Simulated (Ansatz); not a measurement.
Consider the formal exchange of groups at a B–C bond: `CB(F)C=O` + `[AlH2][SiH3]` → `CB(F)[SiH2][AlH2]` + `C=O`.

Program: Ansatz. Geometries: PBE0-D4/def2-TZVP. ΔE: electronic, gas phase. CCSD(T)/CBS adds triple-zeta CCSD(T) − MP2 to the extrapolated MP2 energy (def2 sets, frozen cores). This one scheme is used for every species. DFT in def2-TZVPP. One conformer a species, not always the lowest.

CCSD(T)/CBS gives +2.4 kJ/mol.

Question: Another level gave -1.9 kJ/mol. Which?
A. PBE-D4/def2-TZVPP
B. MP2/def2-TZVPP
C. HF/def2-TZVPP
D. r2SCAN-D4/def2-TZVPP

Answer: D. r2SCAN-D4 -1.9, MP2/def2-TZVPP 3.9, HF/def2-TZVPP 16.0, PBE-D4 -7.5 kJ/mol.

Largest T1 diagnostic among the species: 0.015.

In def2-TZVPP, CCSD(T) changes the Hartree–Fock value by −12.4 kJ/mol (the triples alone add −2.3 kJ/mol) and MP2 by −12.1 kJ/mol. The D4 term adds −4.0 kJ/mol with B3LYP and −2.4 kJ/mol with PBE0; it sums over pairs of atoms, weighted by their polarisabilities, and B3LYP, whose exchange is more repulsive, gets the larger term. From PBE to PBE0 (25 % exact exchange), in def2-TZVPP and without D4, ΔE moves by +3.6 kJ/mol.

B3LYP here is the variant with VWN-RPA as its local correlation; programs differ in this.
